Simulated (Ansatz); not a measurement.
`[CH3][AlH][O]C[SiH3]` → `C[SiH2][Al]([CH3])[OH]`  (isomerisation)

Calculated with Ansatz (gas phase, PBE0-D4/def2-TZVP geometries, no zero-point term in ΔE). CBS: MP2 limit from def2 TZ/QZ plus the TZ coupled-cluster correction, frozen cores. Functionals use def2-TZVPP. Each species was taken in one conformer, which may not be the lowest.

(1) Is it downhill or uphill in electronic energy at CCSD(T)/CBS, and by how much? (Best estimate.)

(2) What do these levels give: PBE-D4, r2SCAN-D4, MP2/def2-TZVPP, HF/def2-QZVPP, MP2/CBS(def2), CCSD/CBS(def2)? (Estimate.)

Largest T1 diagnostic among the species: 0.012.

Answers

(1) The calculation gave: Downhill: ΔE = -118.9 kJ/mol.

(2) The calculation gave: PBE-D4 -124.0, r2SCAN-D4 -119.8, MP2/def2-TZVPP -118.0, HF/def2-QZVPP -95.5, MP2/CBS(def2) -120.8, CCSD/CBS(def2) -117.2 kJ/mol.

In def2-TZVPP, CCSD(T) changes the Hartree–Fock value by −19.6 kJ/mol (the triples alone add −1.8 kJ/mol) and MP2 by −21.5 kJ/mol.
